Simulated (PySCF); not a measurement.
**Correlation energy of Cl⁺ (chlorine, charge +1)**

[Ne] 3s1 3p5, high-spin 3P determinant (an excited configuration). Computed with PySCF 2.14 in x2c-TZVPPall with one added diffuse shell each of s, p, d type (6s6p4d1f, 51 functions), with the spin-free X2C one-electron Hamiltonian (Gaussian nucleus). Frozen: [Ne]; 6 electrons correlated.

| level | correlation energy (mhartree) |
| --- | --- |
| CCSD | -239.25 |
| (T) | -19.73 |
| CCSD(T) | -258.98 |

Diagnostics: T1 = 0.018, D1 = 0.0381, largest double amplitude 0.189.

A double-excitation amplitude exceeds 0.15, a sign of near-degeneracy.

Cost of the coupled-cluster step: of the order of 1.7 core-seconds, for 6 correlated electrons.

Iterations:

```
CC2 = 0
CCSD nocc = (np.int64(4), np.int64(2)), nmo = (46, 46)
frozen orbitals [[0, 1, 2, 3, 4], [0, 1, 2, 3, 4]]
max_cycle = 100
direct = 0
conv_tol = 1e-08
conv_tol_normt = 1e-06
diis_space = 8
diis_start_cycle = 0
Init t2, MP2 energy = -0.173491051886425
Init E_corr(UCCSD) = -0.173491051903565
cycle = 1  E_corr(UCCSD) = -0.204937194737894  dE = -0.0314461428  norm(t1,t2) = 0.119419
cycle = 2  E_corr(UCCSD) = -0.218796766324192  dE = -0.0138595716  norm(t1,t2) = 0.0756326
cycle = 3  E_corr(UCCSD) = -0.240281546618367  dE = -0.0214847803  norm(t1,t2) = 0.0495336
cycle = 4  E_corr(UCCSD) = -0.237349648151063  dE = 0.00293189847  norm(t1,t2) = 0.00778379
cycle = 5  E_corr(UCCSD) = -0.239765922271532  dE = -0.00241627412  norm(t1,t2) = 0.00525046
cycle = 6  E_corr(UCCSD) = -0.239456605916932  dE = 0.000309316355  norm(t1,t2) = 0.00240503
cycle = 7  E_corr(UCCSD) = -0.239189473615146  dE = 0.000267132302  norm(t1,t2) = 0.00123021
cycle = 8  E_corr(UCCSD) = -0.239268200057006  dE = -7.87264419e-05  norm(t1,t2) = 0.000353478
cycle = 9  E_corr(UCCSD) = -0.239239263882051  dE = 2.8936175e-05  norm(t1,t2) = 0.000154151
cycle = 10  E_corr(UCCSD) = -0.239257621346809  dE = -1.83574648e-05  norm(t1,t2) = 6.66041e-05
cycle = 11  E_corr(UCCSD) = -0.239255045020663  dE = 2.57632615e-06  norm(t1,t2) = 1.45152e-05
cycle = 12  E_corr(UCCSD) = -0.239254944104675  dE = 1.00915988e-07  norm(t1,t2) = 9.33898e-06
cycle = 13  E_corr(UCCSD) = -0.239254851908797  dE = 9.21958771e-08  norm(t1,t2) = 6.11152e-06
cycle = 14  E_corr(UCCSD) = -0.239254814706149  dE = 3.72026479e-08  norm(t1,t2) = 9.27113e-07
cycle = 15  E_corr(UCCSD) = -0.239254831221102  dE = -1.65149523e-08  norm(t1,t2) = 4.21196e-07
cycle = 16  E_corr(UCCSD) = -0.239254826877665  dE = 4.34343658e-09  norm(t1,t2) = 2.14674e-07
UCCSD converged
E(UCCSD) = -460.1634441333887  E_corr = -0.2392548268776652
UCCSD(T) correction = -0.0197346792797962
```
